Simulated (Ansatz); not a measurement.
Basis-set series for `[BH2][GaH][O]C`. Charge 0, multiplicity 1. The geometry is a stationary point of PBE0-D4/def2-TZVP. It is one conformer, not always the lowest.

```tsv
functional	basis	functions	energy (Eh)	HOMO (eV)	LUMO (eV)
PBE0-D4	def2-TZVPP	225	-2066.24025	-7.67	-2.45
PBE0-D4	def2-QZVPP	440	-2066.29250	-7.70	-2.46
ωB97M-V	def2-TZVPP	225	-2066.48659	-9.95	-0.49
ωB97M-V	def2-QZVPP	440	-2066.53737	-9.97	-0.54
```

Problem. Give the rows for def2-SVP. (Best estimate.)

Solution. Computed: 
```json
{"functional": "PBE0-D4", "basis": "def2-SVP", "functions": "104", "energy (Eh)": "-2065.82903", "HOMO (eV)": "-7.58", "LUMO (eV)": "-2.37"}
{"functional": "ωB97M-V", "basis": "def2-SVP", "functions": "104", "energy (Eh)": "-2066.06852", "HOMO (eV)": "-9.86", "LUMO (eV)": "-0.30"}
```

Scalar relativity is left out up to krypton.
